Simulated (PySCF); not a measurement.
CH6Se2Si, SMILES [SeH]C[SiH2][SeH], PBE/def2-SVP optimised geometry.

```
10

Se     1.90     0.14    -1.61
C      1.14    -0.73     0.00
Si    -0.76    -0.73     0.00
Se    -1.56     1.42     0.00
H      1.21    -0.76    -2.57
H      1.52    -0.13     0.85
H      1.56    -1.75     0.09
H     -1.22    -1.52    -1.20
H     -1.31    -1.38     1.24
H     -0.60     1.75    -1.09
```

Density from PBE/def2-TZVP in PySCF at that geometry.

Minimum of the electron density along straight lines between bonded atoms, close to the bond critical point (lines longer than 1.1 times the sum of covalent radii, or with two minima, are not listed):

```
bond     length / Å  ρ at the minimum / e bohr⁻³  ∇²ρ there / e bohr⁻⁵  position (fraction from the first atom)
-------  ----------  ---------------------------  --------------------  ---------------------------------------
Se1–C2        1.980                        0.137                 -0.11                                     0.52
C2–Si3        1.902                        0.115                  0.15                                     0.61
Si3–Se4       2.295                        0.090                 -0.04                                     0.36
Se1–H5        1.488                        0.170                 -0.30                                     0.63
C2–H6         1.109                        0.264                 -0.85                                     0.65
C2–H7         1.109                        0.264                 -0.85                                     0.65
Si3–H8        1.507                        0.118                  0.10                                     0.49
Si3–H9        1.506                        0.117                  0.11                                     0.49
Se4–H10       1.493                        0.166                 -0.29                                     0.64
```
